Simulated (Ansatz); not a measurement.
```yaml
crystal:
  periodic: [false, false, false]
  atoms:
    - {symbol: Ge, position_ang: [2.086472, 0.965087, 1.965321]}
    - {symbol: Ge, position_ang: [0.560037, -2.297969, 0.077263]}
    - {symbol: Ge, position_ang: [-0.701562, -0.188038, 0.455648]}
    - {symbol: Te, position_ang: [1.257363, 1.304769, -0.757151]}
    - {symbol: Te, position_ang: [-3.073728, 0.383331, -0.506329]}
    - {symbol: Te, position_ang: [-0.102596, -4.417657, -0.805870]}
    - {symbol: Te, position_ang: [2.893422, -1.387049, 0.667223]}
    - {symbol: Te, position_ang: [-2.037896, 1.700597, -2.698962]}
    - {symbol: Te, position_ang: [-0.407628, 0.448349, 2.922157]}
    - {symbol: Te, position_ang: [-0.473883, 3.488580, -1.319290]}
basis:
  gaussian: {orbitals: def2-TZVP}
magnetization: {spin_polarized: true, initial_magnetization: 2}
hamiltonian: {xc: pbe0, dispersion: d4}
scf: {omitted_lower_state_checks: [starts]}
output: {orbitals: {seedname: orbitals}}
```

```sh
$ ansatz run in.yaml --threads 4 --pin off --events-out ev --progress --plain --max-ram 6963MiB
```

**Question.** Does this run fit into the memory that it is given?

**Answer.** No. It has 494 basis functions, and Ansatz plans for 14 GiB where 7 GiB are given.
